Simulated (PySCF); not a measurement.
Se(Me)(OSiH3), SMILES [Se](C)O[SiH3] (B3LYP/def2-SVP optimised geometry):

```
10

Se    -0.850    -1.511     0.000
C      1.101    -1.511     0.000
H      1.409    -2.564    -0.097
H      1.495    -1.097     0.938
H      1.467    -0.940    -0.864
O     -1.073     0.313     0.000
Si    -1.426     1.121     1.433
H     -2.731     0.682     2.006
H     -1.495     2.564     1.071
H     -0.358     0.907     2.455
```

Level of theory: B3LYP/def2-TZVP run with PySCF.

**Question.** What are the frontier orbital energies and the dipole moment?

**Answer.** HOMO-2 -9.04 eV, HOMO-1 -8.17 eV, HOMO -6.18 eV, LUMO -1.53 eV, LUMO+1 0.20 eV; dipole moment 1.72 D.

On the same geometry PBE/def2-TZVP run with PySCF gives HOMO-2 -7.89 eV, HOMO-1 -6.99 eV, HOMO -5.19 eV, LUMO -2.29 eV, LUMO+1 -0.42 eV; dipole moment 1.65 D.

Meta-Löwdin charges at B3LYP/def2-TZVP: Se1 0.39, C2 -0.42, H3 0.13, H4 0.13, H5 0.13, O6 -0.75, Si7 0.75, H8 -0.12, H9 -0.11, H10 -0.13.
